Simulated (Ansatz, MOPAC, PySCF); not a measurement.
Complex: N2 (SMILES N#N) (first 2 atoms) with HI (SMILES I); geometry from B3LYP-D3(BJ)/def2-TZVP, rigid monomers moved along the line of their centres of mass till N2···H4 is 3.00 Å.
(charge 0, multiplicity 1):
```csv
atom,x (Å),y (Å),z (Å)
N,0.1017,0.1100,-1.0051
N,0.2101,0.1195,0.0801
I,0.5346,0.1628,4.6791
H,0.4502,0.1466,3.0662
```

| level | interaction energy (kcal/mol) | cost |
|---|---|---|
| PM3 | -0.19 | - |
| PM6 | -0.81 | - |
| HF/STO-3G (no counterpoise) | -0.48 | - |
| HF/def2-QZVPPD | -0.14 | - |
| PBE-D3(BJ)/def2-TZVPPD | -0.83 | ×1 |
| r2SCAN/def2-TZVPPD | -0.35 | ×2 |
| B3LYP-D3(BJ)/def2-TZVPPD | -0.65 | ×2 |
| PBE0-D3(BJ)/def2-TZVPPD | -0.76 | ×1 |
| MP2/def2-SVPD | -0.79 | - |
| SCS-MP2/def2-TZVPPD | -0.61 | - |
| CCSD/def2-SVPD | -0.59 | - |
| CCSD/def2-QZVPPD | -0.57 | - |
| CCSD(T)/def2-TZVPPD | -0.62 | ×10 |
| CCSD(T)/CBS(def2-TZVPPD, def2-QZVPPD) | -0.68 | ×600* |

The rows run from -0.83 (PBE-D3(BJ)/def2-TZVPPD) to -0.14 kcal/mol (HF/def2-QZVPPD).

Interaction energies are E(AB) − E(A) − E(B) at the monomers' geometry in the complex; basis-set methods are counterpoise corrected. Rows marked so take none.

Cores are frozen in the correlated methods. Filled d and f shells under p-block atoms count as core. CBS: X⁻³ extrapolation of the correlation energy, Hartree–Fock from the larger set. Rows in STO-3G carry no dispersion term and start afresh at each structure; the Pople sets are all-electron and without relativity. The state reached by PM3, PM6 isn't checked.

Run with Ansatz (a first-principles code); MOPAC for PM3, PM6 (differences of heats of formation); PySCF for STO-3G rows, the dispersion terms. Values without a source in brackets are computed. In def2 rows elements past Kr take small-core potentials, without spin–orbit coupling.

Costs are rough ratios of core time to PBE/def2-TZVPPD (about 2.2 s over the structures, on one shared machine); a dash marks a level with no comparable run of its own. A star marks coupled-cluster runs past 200 virtual orbitals, where the program's memory plan changes under this machine's limit, so their costs aren't comparable with smaller runs.
